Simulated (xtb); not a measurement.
C3H9O2Si, doublet, from a rough starting geometry; xtb with GFN2-xTB.

Here is a job for xtb.
```
$ xtb mol.xyz --gfn 2 --uhf 1 --opt vtight --json

# file mol.xyz
15

C      2.47318496     0.20645410     0.34507639
C      1.26679282     0.19307628    -0.53491517
O      0.12574556     0.31075519     0.21590158
Si    -1.12034144    -0.78490255     0.42682786
C     -2.65209025     0.37620422    -0.25549690
O     -1.12663305    -2.16820857    -0.19114722
H      2.44048263    -0.61069880     1.07849503
H      3.39614683     0.06222718    -0.18011943
H      2.45914513     1.12670617     0.91164050
H      1.28925824    -0.81996180    -1.10611399
H      1.30512199     0.87526589    -1.23961131
H     -1.38548608    -0.36794077     1.80830405
H     -3.54334428    -0.15037796     0.02382281
H     -2.55898225     0.34262797    -1.38166124
H     -2.56156435     1.36847538     0.12534088
```

What the program printed (banner, timings and long lists left out):

```
   ID    Z sym.   atoms
    1    6 C      1, 2, 5
    2    8 O      3, 6
    3   14 Si     4
    4    1 H      7-15

           -------------------------------------------------
          |                Calculation Setup                |
           -------------------------------------------------

           -------------------------------------------------
          |                 G F N 2 - x T B                 |
           -------------------------------------------------

          ...................................................
          :                      SETUP                      :
          :.................................................:
          :  # basis functions                  39          :
          :  # atomic orbitals                  38          :
          :  # shells                           22          :
          :  # electrons                        37          :
          :  max. iterations                   250          :
          :  Hamiltonian                  GFN2-xTB          :
          :  restarted?                      false          :
          :  GBSA solvation                  false          :
          :  PC potential                    false          :
          :  electronic temp.          300.0000000     K    :
          :  accuracy                    1.0000000          :
          :  -> integral cutoff          0.2500000E+02      :
          :  -> integral neglect         0.1000000E-07      :
          :  -> SCF convergence          0.1000000E-05 Eh   :
          :  -> wf. convergence          0.1000000E-03 e    :
          :  Broyden damping             0.4000000          :
          :  net charge                          0          :
          :  unpaired electrons                  1          :
          ...................................................

 iter      E             dE          RMSdq      gap      omega  full diag
   1    -21.0089940 -0.210090E+02  0.758E+00    7.42       0.0  T
   2    -21.0615068 -0.525128E-01  0.574E+00    7.10       1.0  T
   3    -21.0711501 -0.964335E-02  0.312E+00    7.04       1.0  T
   4    -21.1098616 -0.387115E-01  0.157E+00    6.98       1.0  T
   5    -21.1106524 -0.790819E-03  0.119E+00    7.25       1.0  T
   6    -21.1105492  0.103206E-03  0.696E-01    7.08       1.0  T
   7    -21.1132560 -0.270682E-02  0.156E-01    7.28       1.0  T
   8    -21.1132928 -0.367173E-04  0.626E-02    7.32       1.0  T
[...]
 * total energy  :   -20.8952996 Eh     change       -0.5087521E-04 Eh
 * total energy  :   -20.8953167 Eh     change       -0.1714442E-04 Eh
 * total energy  :   -20.8953276 Eh     change       -0.1083051E-04 Eh
 * total energy  :   -20.8953476 Eh     change       -0.2001232E-04 Eh
 * total energy  :   -20.8953542 Eh     change       -0.6627631E-05 Eh
 * total energy  :   -20.8953608 Eh     change       -0.6626758E-05 Eh
 * total energy  :   -20.8953620 Eh     change       -0.1129496E-05 Eh
 * total energy  :   -20.8953638 Eh     change       -0.1841654E-05 Eh
 * total energy  :   -20.8953645 Eh     change       -0.6564543E-06 Eh
 * total energy  :   -20.8953652 Eh     change       -0.7134457E-06 Eh
 * total energy  :   -20.8953654 Eh     change       -0.2607938E-06 Eh
 * total energy  :   -20.8953655 Eh     change       -0.9461133E-07 Eh
   *** GEOMETRY OPTIMIZATION CONVERGED AFTER 47 ITERATIONS ***
         :: total energy             -20.895365541989 Eh    ::
[...]

 Mol. C6AA /au·bohr⁶  :       2222.941175
 Mol. C8AA /au·bohr⁸  :      62847.699105
 Mol. α(0) /au        :         75.103587

Wiberg/Mayer (AO) data.
largest (>0.10) Wiberg bond orders for each atom

 ---------------------------------------------------------------------------
     #   Z sym  total        # sym  WBO       # sym  WBO       # sym  WBO
 ---------------------------------------------------------------------------
     1   6 C    3.992 --     2 C    1.009     9 H    0.987     7 H    0.985
                             8 H    0.984
     2   6 C    3.951 --     1 C    1.009     3 O    0.999    11 H    0.967
                            10 H    0.955
     3   8 O    2.307 --     4 Si   1.062     2 C    0.999
     4  14 Si   4.313 --     6 O    1.989     3 O    1.062    12 H    0.762
                             5 C    0.516
     5   6 C    3.789 --    13 H    1.008    15 H    1.000    14 H    0.999
                             4 Si   0.516
     6   8 O    2.256 --     4 Si   1.989
     7   1 H    0.996 --     1 C    0.985
     8   1 H    0.997 --     1 C    0.984
     9   1 H    0.998 --     1 C    0.987
    10   1 H    0.998 --     2 C    0.955
    11   1 H    0.999 --     2 C    0.967
    12   1 H    0.980 --     4 Si   0.762
    13   1 H    0.998 --     5 C    1.008
    14   1 H    0.996 --     5 C    0.999
    15   1 H    0.996 --     5 C    1.000
 ---------------------------------------------------------------------------

Topologies differ in total number of bonds
Writing topology from bond orders to xtbtopo.mol

molecular dipole:
                 x           y           z       tot (Debye)
 q only:       -0.058       0.756      -0.054
   full:       -0.161       1.400      -0.286       3.656
molecular quadrupole (traceless):
                xx          xy          yy          xz          yz          zz
 q only:        6.501      -1.859      -7.898      -1.034       0.477       1.396
  q+dip:        6.181      -2.902      -8.777      -0.755       2.789       2.597
   full:        9.337      -2.753     -12.083      -0.214       1.368       2.746

optimized geometry written to: xtbopt.xyz

           -------------------------------------------------
          | TOTAL ENERGY              -20.895365541989 Eh   |
          | GRADIENT NORM               0.000053978733 Eh/α |
          | HOMO-LUMO GAP               7.387533852884 eV   |
           -------------------------------------------------

normal termination of xtb
```
